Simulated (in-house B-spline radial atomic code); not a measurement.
Successive ionisation energies of lead; each step leads to the configuration of the next row (after the last: [Ar] 3d6). Dirac energy differences include first-order Breit, QED and recoil terms. NIST's values go from ground level to ground level; the uncertainty of those that are theory runs from under 0.1 % in few-electron ions to several per cent in heavy many-electron ones. Computed with a B-spline radial code for spherical atoms: Dirac-Hartree-Fock, average of the configuration, finite nuclei.

```csv
ion,configuration,ionisation energy (eV),tabulated value (eV),tabulated kind,computed minus tabulated (eV),highest orbital,largest mean radius (bohr)
Pb49+,[Ar] 3d10 4s2 4p3,2791.0,2735,tabulated theory,56,4p3/2,0.35949
Pb50+,[Ar] 3d10 4s2 4p2,2856.7,2965,tabulated theory,-108,4p3/2,0.35773
Pb51+,[Ar] 3d10 4s2 4p1,?,?,tabulated theory,?,?,?
Pb52+,[Ar] 3d10 4s2,3210.6,3211,tabulated theory,0,4s1/2,0.33877
Pb53+,[Ar] 3d10 4s1,3282.1,3282.1,semi-empirical,0,4s1/2,0.33718
Pb54+,[Ar] 3d10,?,?,tabulated theory,?,?,?
Pb55+,[Ar] 3d9,5606.5,5555,tabulated theory,51,3d5/2,0.17437
Pb56+,[Ar] 3d8,5756.2,5703,tabulated theory,53,3d5/2,0.17346
Pb57+,[Ar] 3d7,5907.6,5862,tabulated theory,46,3d5/2,0.17256
```

(1) Fill in the row of Pb51+.

(2) Fill in the row of Pb54+.

(3) Where is the largest jump?

Where a p, d or f electron is removed, the computed value is a mean over both j, so it misses the tabulated one by a part of the spin-orbit splitting; averaging over terms and missing correlation add to the gap, relatively most at low charge.

Answers

(1) ionisation energy (eV): 2922.7; tabulated value (eV): 3036; computed minus tabulated (eV): -113; highest orbital: 4p3/2; largest mean radius (bohr): 0.35599.

(2) ionisation energy (eV): 5458.3; tabulated value (eV): 5414; computed minus tabulated (eV): 44; highest orbital: 3d5/2; largest mean radius (bohr): 0.17528.

(3) From Pb53+ to Pb54+, by a factor of 1.66 (3282.1 to 5458.3 eV); the highest orbital goes from 4s1/2 to 3d5/2.
